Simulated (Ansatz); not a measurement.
One change: `OC[SiH2]S` becomes `OC[SiH2]O`.

Ansatz, PBE0-D4/def2-TZVP geometries, multiplicity 1. Each molecule was computed in one conformer, which needn't be the lowest.

```tsv
property	`OC[SiH2]S`
size of the dipole moment (PBE/def2-TZVPP) / D	2.58
HOMO energy (ωB97M-V/def2-TZVPP) / eV	-9.46
HOMO–LUMO gap (PBE0/def2-TZVPP) / eV	7.56
HOMO energy (PBE/def2-TZVPP) / eV	-6.03
HOMO energy (PBE0/def2-TZVPP) / eV	-7.25
HOMO–LUMO gap (ωB97M-V/def2-TZVPP) / eV	11.39
```

Question: What does the change do to each property? (Estimate.)

Answer: The calculation gave: 
```json
{"property": "size of the dipole moment (PBE/def2-TZVPP) / D", "`OC[SiH2]O`": "2.31", "shift": "-0.27"}
{"property": "HOMO energy (ωB97M-V/def2-TZVPP) / eV", "`OC[SiH2]O`": "-9.82", "shift": "-0.36"}
{"property": "HOMO–LUMO gap (PBE0/def2-TZVPP) / eV", "`OC[SiH2]O`": "7.45", "shift": "-0.11"}
{"property": "HOMO energy (PBE/def2-TZVPP) / eV", "`OC[SiH2]O`": "-5.93", "shift": "0.10"}
{"property": "HOMO energy (PBE0/def2-TZVPP) / eV", "`OC[SiH2]O`": "-7.46", "shift": "-0.21"}
{"property": "HOMO–LUMO gap (ωB97M-V/def2-TZVPP) / eV", "`OC[SiH2]O`": "11.39", "shift": "0.00"}
```

With PBE0 the HOMO falls by 0.21 eV and the LUMO falls by 0.32 eV, so the gap narrows by about 0.11 eV. PBE moves the HOMO by 0.10 eV and ωB97M-V by -0.36 eV. Dipoles are sizes alone; their direction can turn.
